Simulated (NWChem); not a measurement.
All runs are NWChem calculations. System: disilazane (H7NSi2), charge 0, spin multiplicity 1, at a geometry optimised with PBE/def2-SVP. Level: G0W0@PBE0/def2-TZVP, RI basis def2-tzvp-rifit.

Job file:

```
start mol
memory heap 200 mb stack 700 mb global 1700 mb
geometry units angstroms nocenter noautoz
  Si    -0.113715    -0.071500    -1.584505
  N      0.529204     0.322497     0.000000
  Si    -0.113715    -0.071500     1.584505
  H      1.006498    -0.444685    -2.520450
  H     -1.049157    -1.234087    -1.411455
  H     -0.874875     1.059653    -2.233935
  H      1.314658     0.982755     0.000000
  H     -0.874875     1.059653     2.233935
  H      1.006498    -0.444685     2.520450
  H     -1.049157    -1.234087     1.411455
  symmetry group Cs
end
basis spherical
  * library def2-tzvp
end
basis "ri basis" bse spherical
  * library def2-tzvp-rifit
end
dft
  xc pbe0
  iterations 100
  direct
  tolerances tight
end
task dft energy
gw
  states alpha occ 4 vir 2
end
task dft gw
```

Part of the output:

```
             Northwest Computational Chemistry Package (NWChem) 7.3.0
             --------------------------------------------------------

                                NWChem Input Module
                                -------------------

 Scaling coordinates for geometry "geometry" by  1.889725989
 (inverse scale =  0.529177249)

 Turning off AUTOSYM since
 SYMMETRY directive was detected!

                             Geometry "geometry" -> ""
                             -------------------------

 Output coordinates in angstroms (scale by  1.889725989 to convert to a.u.)

  No.       Tag          Charge          X              Y              Z
 ---- ---------------- ---------- -------------- -------------- --------------
    1 Si                  14.0000    -0.11371500    -0.07150000    -1.58450500
    2 N                    7.0000     0.52920400     0.32249700     0.00000000
    3 Si                  14.0000    -0.11371500    -0.07150000     1.58450500
    4 H                    1.0000     1.00649800    -0.44468500    -2.52045000
    5 H                    1.0000    -1.04915700    -1.23408700    -1.41145500
    6 H                    1.0000    -0.87487500     1.05965300    -2.23393500
    7 H                    1.0000     1.31465800     0.98275500     0.00000000
    8 H                    1.0000    -0.87487500     1.05965300     2.23393500
    9 H                    1.0000     1.00649800    -0.44468500     2.52045000
   10 H                    1.0000    -1.04915700    -1.23408700     1.41145500

 Effective nuclear repulsion energy (a.u.)     154.4114372340

            Nuclear Dipole moment (a.u.)
            ----------------------------
        X                 Y               Z
 ---------------- ---------------- ----------------
    -0.0000037795    -0.0000075589     0.0000000000

      Symmetry information
      --------------------

 Group name             Cs
 Group number              2
 Group order               2
 No. of unique centers     6

      Symmetry unique atoms

     1    2    4    5    6    7


 Summary of "ao basis" -> "" (spherical)
 ------------------------------------------------------------------------------
       Tag                 Description            Shells   Functions and Types
 ---------------- ------------------------------  ------  ---------------------
 *                         def2-tzvp                  on all atoms

 new library libraries.bse/

 Summary of "ri basis" -> "" (spherical)
 ------------------------------------------------------------------------------
       Tag                 Description            Shells   Functions and Types
 ---------------- ------------------------------  ------  ---------------------
 *                      def2-tzvp-rifit               on all atoms

                                 NWChem DFT Module
                                 -----------------

 Summary of "ao basis" -> "ao basis" (spherical)
 ------------------------------------------------------------------------------
       Tag                 Description            Shells   Functions and Types
 ---------------- ------------------------------  ------  ---------------------
 Si                        def2-tzvp                13       37   5s5p2d1f
 N                         def2-tzvp                11       31   5s3p2d1f
 H                         def2-tzvp                 4        6   3s1p

 Summary of "ao basis" -> "ao basis" (spherical)
 ------------------------------------------------------------------------------
       Tag                 Description            Shells   Functions and Types
 ---------------- ------------------------------  ------  ---------------------
 Si                        def2-tzvp                13       37   5s5p2d1f
 N                         def2-tzvp                11       31   5s3p2d1f
 H                         def2-tzvp                 4        6   3s1p

      Symmetry analysis of basis
      --------------------------

        a'         81
        a"         66

            General Information
            -------------------
          SCF calculation type: DFT
          Wavefunction type:  closed shell.
          No. of atoms     :    10
          No. of electrons :    42
           Alpha electrons :    21
            Beta electrons :    21
          Charge           :     0
          Spin multiplicity:     1
          Use of symmetry is: on ; symmetry adaption is: on
          Maximum number of iterations: 100
          This is a Direct SCF calculation.
          AO basis - number of functions:   147
                     number of shells:    65
          Convergence on energy requested:  1.00D-06
          Convergence on density requested:  1.00D-05
          Convergence on gradient requested:  5.00D-04

              XC Information
              --------------
                         PBE0 Method XC Functional
                     Hartree-Fock (Exact) Exchange  0.250
          PerdewBurkeErnzerhof Exchange Functional  0.750
            Perdew 1991 LDA Correlation Functional  1.000 local
           PerdewBurkeErnz. Correlation Functional  1.000 non-local

             Grid Information
             ----------------
          Grid used for XC integration:  medium
          Radial quadrature: Mura-Knowles
          Angular quadrature: Lebedev.
          Tag              B.-S. Rad. Rad. Pts. Rad. Cut. Ang. Pts.
          ---              ---------- --------- --------- ---------
          Si                  1.10       88          12.0       590
          N                   0.65       49           9.0       434
          H                   0.35       45          13.0       434
[...]
 Total energy =    -636.615153
 1-e energy   =   -1185.209900
 2-e energy   =     394.183309
 HOMO         =      -0.322409
 LUMO         =       0.006378

      Symmetry analysis of molecular orbitals - initial
      -------------------------------------------------

  Numbering of irreducible representations:

     1 a'          2 a"

  Orbital symmetries:

     1 a"          2 a'          3 a'          4 a'          5 a"
     6 a'          7 a"          8 a'          9 a"         10 a'
    11 a"         12 a'         13 a"         14 a'         15 a'
    16 a"         17 a'         18 a'         19 a"         20 a"
    21 a'         22 a'         23 a'         24 a"         25 a'
    26 a"         27 a'         28 a"         29 a'         30 a"
    31 a'

   convergence    iter        energy       DeltaE   RMS-Dens  Diis-err    time
 ---------------- ----- ----------------- --------- --------- ---------  ------
 d= 0,ls=0.0,diis     1   -637.6547460850 -7.92D+02  3.86D-03  6.72D-01     2.3
 d= 0,ls=0.0,diis     2   -637.6544367801  3.09D-04  2.58D-03  4.34D-01     4.1
 d= 0,ls=0.0,diis     3   -637.6899551189 -3.55D-02  9.32D-04  1.16D-01     5.8
 d= 0,ls=0.0,diis     4   -637.7019309136 -1.20D-02  1.55D-04  6.85D-04     7.5
 d= 0,ls=0.0,diis     5   -637.7020203092 -8.94D-05  2.26D-05  4.52D-05     9.2
 d= 0,ls=0.0,diis     6   -637.7020244908 -4.18D-06  2.95D-06  6.09D-07    11.0
 d= 0,ls=0.0,diis     7   -637.7020245538 -6.30D-08  9.86D-07  4.79D-08    12.7

         Total DFT energy =     -637.702024553800
      One electron energy =    -1188.647834130793
           Coulomb energy =      447.589450516229
    Exchange-Corr. energy =      -51.055078173207
 Nuclear repulsion energy =      154.411437233971

 Numeric. integr. density =       42.000008552834

     Total iterative time =     12.2s

                  Occupations of the irreducible representations
                  ----------------------------------------------

                     irrep           alpha         beta
                     --------     --------     --------
                     a'               12.0         12.0
                     a"                9.0          9.0

                       DFT Final Molecular Orbital Analysis
                       ------------------------------------

 Vector   19  Occ=2.000000D+00  E=-3.507640D-01  Symmetry=a"
              MO Center=  1.8D-02,  1.7D-01,  3.1D-14, r^2= 6.6D+00
   Bfn.  Coefficient  Atom+Function         Bfn.  Coefficient  Atom+Function
  ----- ------------  ---------------      ----- ------------  ---------------
    16      0.160556   1 Si py               84     -0.160556   3 Si py
   107     -0.161132   4 H  s               137      0.161132   9 H  s
   119      0.158032   6 H  s               131     -0.158032   8 H  s
    15     -0.142191   1 Si px               83      0.142191   3 Si px
   108     -0.098954   4 H  s               138      0.098954   9 H  s

 Vector   20  Occ=2.000000D+00  E=-3.451515D-01  Symmetry=a"
              MO Center= -3.4D-01, -4.3D-01, -4.3D-13, r^2= 5.4D+00
   Bfn.  Coefficient  Atom+Function         Bfn.  Coefficient  Atom+Function
  ----- ------------  ---------------      ----- ------------  ---------------
   113      0.177255   5 H  s               143     -0.177255  10 H  s
    17      0.137907   1 Si pz               85      0.137907   3 Si pz
    16     -0.136259   1 Si py               84      0.136259   3 Si py
   107     -0.117857   4 H  s               137      0.117857   9 H  s
   112      0.106847   5 H  s               114      0.106470   5 H  s

 Vector   21  Occ=2.000000D+00  E=-2.749860D-01  Symmetry=a'
              MO Center=  2.5D-01,  3.2D-01, -3.3D-14, r^2= 3.3D+00
   Bfn.  Coefficient  Atom+Function         Bfn.  Coefficient  Atom+Function
  ----- ------------  ---------------      ----- ------------  ---------------
    44      0.273806   2 N  py               47      0.248850   2 N  py
    43     -0.213057   2 N  px               50      0.203163   2 N  py
    46     -0.194144   2 N  px               49     -0.174695   2 N  px
   120     -0.131139   6 H  s               132     -0.131139   8 H  s
   119     -0.124908   6 H  s               131     -0.124908   8 H  s

 Vector   22  Occ=0.000000D+00  E=-5.027622D-03  Symmetry=a'
              MO Center=  1.6D-01,  2.1D-01,  2.7D-15, r^2= 7.2D+00
   Bfn.  Coefficient  Atom+Function         Bfn.  Coefficient  Atom+Function
  ----- ------------  ---------------      ----- ------------  ---------------
    42      1.420150   2 N  s                20     -0.563828   1 Si pz
    88      0.563828   3 Si pz              126     -0.407451   7 H  s
    18     -0.327506   1 Si px               86     -0.327506   3 Si px
    19     -0.322473   1 Si py               87     -0.322473   3 Si py
   114     -0.255184   5 H  s               144     -0.255184  10 H  s

 Vector   23  Occ=0.000000D+00  E= 4.064947D-02  Symmetry=a'
              MO Center= -4.6D-01,  1.3D-01,  6.0D-13, r^2= 6.5D+00
   Bfn.  Coefficient  Atom+Function         Bfn.  Coefficient  Atom+Function
  ----- ------------  ---------------      ----- ------------  ---------------
   108      1.028261   4 H  s               138      1.028261   9 H  s
    18     -0.856540   1 Si px               86     -0.856540   3 Si px
     5     -0.570004   1 Si s                73     -0.570004   3 Si s
   126      0.375596   7 H  s                20      0.362763   1 Si pz
    88     -0.362763   3 Si pz              114     -0.359863   5 H  s

 Vector   24  Occ=0.000000D+00  E= 5.073400D-02  Symmetry=a"
              MO Center=  1.9D-01,  2.9D-01,  3.4D-13, r^2= 8.2D+00
   Bfn.  Coefficient  Atom+Function         Bfn.  Coefficient  Atom+Function
  ----- ------------  ---------------      ----- ------------  ---------------
    19      0.935801   1 Si py               87     -0.935801   3 Si py
   114      0.935287   5 H  s               144     -0.935287  10 H  s
    18      0.680055   1 Si px               86     -0.680055   3 Si px
    51      0.467895   2 N  pz               20      0.219659   1 Si pz
    88      0.219659   3 Si pz              120     -0.211357   6 H  s

 center of mass
 --------------
 x =   0.01283850 y =   0.00632508 z =  -0.00000000

 moments of inertia (a.u.)
 ------------------
         627.817637603735         -14.227540268010           0.000000000000
         -14.227540268010         641.174529890753           0.000000000000
           0.000000000000           0.000000000000          73.683551839243

     Multipole analysis of the density
     ---------------------------------

     L   x y z        total         alpha         beta         nuclear
     -   - - -        -----         -----         ----         -------
     0   0 0 0     -0.000000    -21.000000    -21.000000     42.000000

     1   1 0 0      0.274183      0.137094      0.137094     -0.000004
     1   0 1 0      0.244192      0.122100      0.122100     -0.000008
     1   0 0 1      0.000000      0.000000      0.000000      0.000000

     2   2 0 0    -26.790810    -30.909948    -30.909948     35.029086
     2   1 1 0      1.610354     -3.756030     -3.756030      9.122413
     2   1 0 1      0.000000      0.000000      0.000000      0.000000
     2   0 2 0    -27.259552    -27.064371    -27.064371     26.869190
     2   0 1 1      0.000000      0.000000      0.000000     -0.000000
     2   0 0 2    -28.281790   -187.282250   -187.282250    346.282709

 Task  times  cpu:       12.7s     wall:       12.7s

                                NWChem Input Module
                                -------------------

                                 NWChem GW Module
                                 ----------------

                             ***********************
                             ***        GW       ***
                             ***********************

 Summary of "ri basis" -> "ri basis" (spherical)
 ------------------------------------------------------------------------------
       Tag                 Description            Shells   Functions and Types
 ---------------- ------------------------------  ------  ---------------------
 Si                     def2-tzvp-rifit             29      113   9s7p6d5f2g
 N                      def2-tzvp-rifit             22       76   8s6p4d3f1g
 H                      def2-tzvp-rifit              7       15   4s2p1d

                 Memory Information
                 ------------------
          Available GA per process is          1699.8 MBs
          Available stack per process is        700.0 MBs
          Available heap per process is           0.0 MBs

          Peak memory in Initialization
              Peak GA per process is                 11.9 MBs
              Peak stack per process is               0.2 MBs
              Peak heap per process is               12.4 MBs
              Memory not in MA per process            0.0 MBs

          Peak memory in AFF Calculation
              Peak GA per process is                 72.0 MBs
              Peak stack per process is              53.4 MBs
              Peak heap per process is                0.0 MBs
              Memory not in MA per process           53.4 MBs

          Computing 2-center integrals
          Computing Inverse Cholesky factor
          Computing 3-center integrals
          Computing V_xc ...

          Computing Sigma_x
          Computing RPA polarizability
          Solving quasiparticle equations

                  Alpha Orbitals
          State     Energy (eV)     Error (eV)
          -----------------------------------
@GW        18        -12.125           0.002
@GW        19        -11.961           0.002
@GW        20        -11.792           0.002
@GW        21         -9.519           0.004
@GW        22          1.723           0.004
@GW        23          3.060           0.004

   Applying  -2.0363 eV scissor-shift to rest of particle states

   Applying   1.8602 eV scissor-shift to rest of hole states

     GW Timing Statistics
   ------------------------
   Init.   :          0.1s
     ERIs  :          1.3s
     Distr.:          0.0s
     Vxc   :          1.6s
   Sigma_x :          0.0s
   RPA     :          2.4s
   Wmn     :          0.0s
   Sigma_c :          0.0s
   GW total:          5.4s

 Task  times  cpu:        5.4s     wall:        5.4s

 Total times  cpu:       18.1s     wall:       18.1s
```
